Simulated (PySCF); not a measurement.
## From computed data to an observable: chemical shift, span and skew from a shielding tensor

ethenylcyclopropane (C5H8), SMILES C=CC1CC1. Atoms are numbered in the order given.

```xyz
13

C      2.2457     0.1173     0.0000
C      1.0035    -0.3778     0.0000
C     -0.2384     0.4234     0.0000
C     -1.4591    -0.0773     0.7495
C     -1.4591    -0.0773    -0.7495
H      2.4305     1.1963     0.0000
H      3.1209    -0.5371     0.0000
H      0.8623    -1.4670     0.0000
H     -0.0830     1.5072     0.0000
H     -1.3726    -1.0367     1.2680
H     -2.0704     0.6618     1.2745
H     -1.3726    -1.0367    -1.2680
H     -2.0704     0.6618    -1.2745
```
Charge 0, spin multiplicity 1.

Coordinates come from a B3LYP-D3(BJ)/def2-SVP optimisation. The values are those of a single conformer.

GIAO shieldings from PBE/pcSseg-1 (PySCF), non-relativistic, no solvent. The symmetric part of the tensor of C2 has the principal values -87.1, 43.9, 129.9 ppm. The same nucleus in TMS has σ = 182.0 ppm at this level (PySCF, at its B3LYP-D3(BJ)/def2-TZVP geometry).

Task: Work out the isotropic shielding, the ¹³C shift against TMS, the span and the skew.

Result: 
σ(iso) = (σ11 + σ22 + σ33)/3 = 28.9 ppm. δ = σ(ref) − σ(iso) = 182.0 − (28.9) = 153.1 ppm.
Span Ω = σ33 − σ11 = 217.0 ppm. Skew κ = 3(σ(iso) − σ22)/Ω = -0.21. Tumbling in solution averages the tensor to δ; in a static solid the shielding alone would spread this spin-1/2 line over Ω.
